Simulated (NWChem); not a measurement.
Species: BF cation, doublet

Computed with NWChem. Spin-unrestricted. No stability test was run on the SCF state. The level has its own optimisation; frequencies are unscaled.

Task: Predict the results for BP86/def2-TZVP. Quantities: r B–F (Å); highest harmonic frequency (cm⁻¹); zero-point energy (kcal/mol).

Result: The r B–F (Å) is 1.226 and the highest harmonic frequency (cm⁻¹) is 1635. The zero-point energy (kcal/mol) comes out as 2.3.
